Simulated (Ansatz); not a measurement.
Stepwise reaction of `BC` with hydrogen fluoride, as a gas-phase model of exchange steps in deposition or etching. ΔE in kJ/mol.

Gas-phase electronic energies from Ansatz, PBE0-D4/def2-TZVP geometries. CBS: MP2 limit from def2 TZ/QZ plus the TZ coupled-cluster correction, frozen cores. This one scheme is used for every species. DFT in def2-TZVPP. B3LYP here is the variant with VWN-RPA as its local correlation; programs differ in this.

```tsv
step	reaction	PBE-D4	B3LYP-D4	ωB97M-V	CCSD(T)/CBS
2	`CBF` + H–F → `CB(F)F` + H₂	-140.7	-144.0	-144.6	-137.5
```

**Question.** Give the row of step 1, `BC` + H–F → `CBF` + H₂. (Best estimate.)

**Answer.** The calculation gave: 
| step | reaction | PBE-D4 | B3LYP-D4 | ωB97M-V | CCSD(T)/CBS |
| --- | --- | --- | --- | --- | --- |
| 1 | `BC` + H–F → `CBF` + H₂ | -138.7 | -139.9 | -139.0 | -131.7 |

**Question.** By hand: ΔE of the 2 steps together at CCSD(T)/CBS.

**Answer.** (-131.7) + (-137.5) = -269.2 kJ/mol, or -134.6 kJ/mol a step.

In ΔE each step is lower than the one before. All are downhill at CCSD(T)/CBS. PBE-D4 differs from CCSD(T)/CBS by -7.0 to -3.2 kJ/mol a step. Isolated molecules leave out the surface, adducts and barriers. Largest T1 diagnostic: 0.012.
